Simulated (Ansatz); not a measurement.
`Cl[SiH2]I` + `[OH][GeH3]` → `Cl[SiH2][O][GeH3]` + HI at 400 K and 1 bar (ligand exchange at the Si–I bond).

Gas-phase electronic energies from Ansatz, PBE0-D4/def2-TZVP geometries. CBS: MP2 limit from def2 TZ/QZ plus the TZ coupled-cluster correction, frozen cores. Elements past krypton have def2 core potentials. For Ge, I outer-core shells are correlated without core-valence functions, which leaves a few kJ/mol of doubt a bond. Scalar relativity is left out up to krypton. One conformer a species, not always the lowest.

```json
{"species": "`Cl[SiH2]I`", "CCSD(T)/CBS energy (Eh)": "-1047.58245", "H − E (kJ/mol)": "72.7", "S (J/(mol·K))": "333.6"}
{"species": "`[OH][GeH3]`", "CCSD(T)/CBS energy (Eh)": "-2153.69723", "H − E (kJ/mol)": "116.2", "S (J/(mol·K))": "291.7"}
{"species": "`Cl[SiH2][O][GeH3]`", "CCSD(T)/CBS energy (Eh)": "-2903.25837", "H − E (kJ/mol)": "156.3", "S (J/(mol·K))": "403.2"}
{"species": "HI", "CCSD(T)/CBS energy (Eh)": "-298.03592", "H − E (kJ/mol)": "25.7", "S (J/(mol·K))": "215.0"}
```

H − E and S are ideal-gas, rigid-rotor, harmonic terms from PBE0-D4/def2-TZVP, for one conformer and one mirror image of each species. 1 Eh = 2625.50 kJ/mol, R = 8.31446 J/(mol·K).

By hand: ΔE, ΔH, ΔS and ΔG.

ΔE = (-2903.25837) + (-298.03592) − (-1047.58245) − (-2153.69723) = -0.01461 Eh = -38.4 kJ/mol. Δ(H − E) = 156.3 + 25.7 − 72.7 − 116.2 = -6.9, so ΔH = -45.3 kJ/mol. ΔS = 403.2 + 215.0 − 333.6 − 291.7 = -7.1 J/(mol·K). ΔG = -45.3 − 400 × (-7.1)/1000 = -42.5 kJ/mol.

By hand: the equilibrium constant, and the temperature at which ΔG would vanish if ΔH and ΔS stayed fixed.

log₁₀ K = −ΔG/(RT ln 10) = 5.5. ΔG = 0 at ΔH/ΔS = 6380 K, far beyond where these terms or the molecules hold.

The number of gas molecules stays the same, so ΔS is small and ΔH decides. A doubt of 5 kJ/mol in ΔE shifts log₁₀ K by 0.7 here. Other conformers and mirror images would add mixing entropy, several J/(mol·K) or more a flexible species. Modes under 60 cm⁻¹, often nearly free rotors, make the harmonic entropy too high. These are equilibria of isolated gas molecules and say nothing of rates. Largest T1 diagnostic: 0.011 (customary marks: 0.02 for closed shells, 0.045 for open ones).
